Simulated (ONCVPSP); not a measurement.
Configuration tests for Ag (Z = 47) (ONCV)

ONCVPSP 4.0.1 input, shortened (lines: element, Z, core and valence counts, functional; n l f; lmax; l rc ep ncon nbas qcut; lloc lpopt rc5 dvloc0; l nproj debl; icmod fcfact rcfact), PBE, fully relativistic:

```
  Ag 47.00    6    4        4      upf
    1    0    2.00
    2    0    2.00
    2    1    6.00
    3    0    2.00
    3    1    6.00
    3    2   10.00
    4    0    2.00
    4    1    6.00
    4    2   10.00
    5    0    1.00
    2
    0    1.35    0.00    4    7   11.40
    1    1.65    0.00    4    9    7.10
    2    1.35    0.00    4    9   13.80
    2    5    1.35    0.00
    0    3    2.20
    1    2    2.60
    2    0    1.00
    3    2.25    1.15
```

Open shells are filled in proportion to 2j + 1.

Energies are relative to the spin-unpolarised reference configuration 4s2 4p6 4d10 5s1; without spin polarisation the order of configurations can differ from experiment. Not all tests gave a result: 1 of 4 tests not solved or not reliable. The d channel is local and has no spin–orbit splitting in the pseudo-atom.

```tsv
valence configuration	charge	ΔE all-electron (eV)	error AE − PS (meV)
4s2 4p6 4d10 5s0	+1	7.759	-0.1
4s2 4p6 4d9 5s0	+2	29.875	+1.9
4s2 4p6 4d8 5s0	+3	66.065	+8.4
```

The potential misses its own reference levels by up to 0.3 eV.
